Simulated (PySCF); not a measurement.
Compound: C7H7N.
InChI=1S/C7H7N/c8-3-7-1-4-5(2-7)6(4)7/h4-6H,1-2H2/t4-,5+,6-,7+

Linear response at PBE0/def2-SVPD (PySCF, frozen core in the response, non-relativistic). Isolated species at its PBE0-D3(BJ)/def2-SVP geometry, gas phase.

Static isotropic polarisability: 76.14 au (11.28 Å³), principal values 66.1, 70.3, 92.1 au.

What is the polarisability at 1064 nm and at the sodium D line?

76.69 au at 1064 nm (+0.7 %), 77.97 au at 589.3 nm (+2.4 %). The rise at 589.3 nm is 3.34 times that at 1064 nm; a pure ω² law gives 3.26. The lowest singlet lies at 185 nm, shorter than both wavelengths.

What is the isotropic C6 coefficient between two such molecules, C6 = (3/π)∫α(iω)² dω?

2520 au (Eh·bohr⁶) by a ten-point quadrature over imaginary frequencies, which is 1510 eV·Å⁶ or 145 J·nm⁶/mol.

Which effective excitation energy ω̄ makes London's formula C6 = (3/4)α²ω̄ exact here?

ω̄ = 4·C6/(3α²) = 0.580 Eh = 15.8 eV. A one-pole form α(ω) = α/(1 − ω²/ω̄²) fitted to the 1064 nm value gives 13.8 eV. London's choice of the ionisation energy (9.87 eV, ΔSCF at the same level) gives C6 = 1580 au, 37 % too low.

How many electrons N does the Slater–Kirkwood formula C6 = (3/4)·√N·α^(3/2) need to give this C6?

N = (4·C6/3)²/α³ = 25.6; the species has 56 electrons in all.

What molar refraction at the D line follows from R = (4π/3)·N_A·α′, with α′ the polarisability volume?

α′ = 11.55 Å³ gives R = 29.15 cm³/mol, for isolated, non-vibrating species.

The lowest 6 singlets have (eV, f): 6.71, 0.001; 7.15, 0.001; 7.34, 0.004; 7.38, 0.007; 7.51, 0.020; 7.53, 0.003. What share of the static polarisability do they carry in the sum over states α = Σ f/ω²?

0.48 au, 0.6 % of α; the largest term, 0.26 au, is that of the state at 7.51 eV. Their oscillator strengths add up to 0.04. Higher states carry the rest.

How anisotropic is the static polarisability, by Δα² = ½[(α1 − α2)² + (α2 − α3)² + (α3 − α1)²]?

Δα = 24.2 au, or 0.32 of the isotropic value.

Time: 34 s. Hardware: one thread, Arm Neoverse V2 (shared host). This is the whole response run at PBE0/def2-SVPD, SCF included.
